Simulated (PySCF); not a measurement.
## Ni⁺: excitation energy

Ni⁺ [Ar] 3d9 (2D) → Ni⁺ [Ar] 3d8 4s1 (4F), as a difference of total energies. All numbers are calculated (PySCF 2.14, scalar relativity by spin-free X2C-1e, in x2c-TZVPPall with one added diffuse shell each of s, p, d, f type (7s6p5d3f1g, 80 functions)). Correlated levels: valence: [Ar] frozen; valence and next inner shell: [Ne] frozen. The calculations carry no spin-orbit coupling.

| method | excitation energy (cm⁻¹) | error (cm⁻¹) |
| --- | --- | --- |
| UHF | -8781.5 | -17533 |
| LDA | 11932 | +3180 |
| PBE | 8788.6 | +37 |
| PBE0 | 5842.2 | -2910 |
| wB97X-V | 9424.3 | +672 |
| TPSS | 7182.0 | -1570 |
| PW91 | 8783.9 | +32 |
| MP2 (valence) | 11002 | +2250 |
| SCS-MP2 (valence) | 10085 | +1333 |
| MP2 (valence and next inner shell) | 15502 | +6750 |
| SCS-MP2 (valence and next inner shell) | 13243 | +4491 |

Reference: 8751.8 cm⁻¹ (measured; NIST levels, between the centres of gravity of the two terms).

Errors of the correlated levels include the incompleteness of this basis and the frozen core.
